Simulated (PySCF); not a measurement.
Method used: core-valence-separated Tamm–Dancoff BHandHLYP/aug-pcX-1 (pcseg-1 on H, def2-SVPD on Si) in PySCF, non-relativistic, gas phase, PBE0-D3(BJ)/def2-SVP geometry. No empirical shift is added; at this level the pattern usually sits a few eV under experiment.

Main lines of an unknown, eV (oscillator strength): C K: 282.8 (0.054), 282.8 (0.070), 285.3 (0.008), 285.8 (0.020), 285.9 (0.012); O K: 532.3 (0.010), 533.4 (0.030), 533.9 (0.010), 534.2 (0.011), 534.7 (0.004). Listed: the first five lines at most of each edge with a tenth or more of its strongest line's intensity; roots within 0.03 eV on the same or equivalent atoms are summed. Only the lowest roots were sought, and the top ones are left out.

Question: Which candidate gives them?
A. `[SiH3]O[C@@H]1C=CC[SiH2]1`
B. `C1C=CC[SiH]1O[SiH3]`
C. `COC[Si@@H]([SiH3])[SiH2][SiH3]`

Answer: A. 

- `[SiH3]O[C@@H]1C=CC[SiH2]1`: C K: 282.8 (0.054), 282.8 (0.070), 285.3 (0.008), 285.8 (0.020), 285.9 (0.012); O K: 532.3 (0.010), 533.4 (0.030), 533.9 (0.010), 534.2 (0.011), 534.7 (0.004). First C line listed at 282.8 eV, hole on the alkene CH carbon (1s→π*); first O line listed at 532.3 eV, hole on the silyl ether oxygen.
- `[SiH3]O[SiH]1CC=CC1`: C K: 282.9 (0.124), 285.3 (0.021), 285.5 (0.014), 285.8 (0.030), 285.9 (0.031); O K: 532.3 (0.004), 533.6 (0.013), 533.8 (0.024), 534.2 (0.012), 534.4 (0.005). First C line listed at 282.9 eV, hole on the alkene CH carbon; first O line listed at 532.3 eV, hole on the siloxane oxygen.
- `COC[Si@@H]([SiH3])[SiH2][SiH3]`: C K: 286.1 (0.029), 286.6 (0.031), 286.9 (0.006), 287.0 (0.038), 287.1 (0.006); O K: 533.5 (0.012), 534.0 (0.006), 534.3 (0.020), 534.9 (0.003), 535.0 (0.004). First C line listed at 286.1 eV, hole on the sp3 carbon bound to oxygen; first O line listed at 533.5 eV, hole on the ether oxygen.

One conformer each; other structures than these candidates weren't tested.
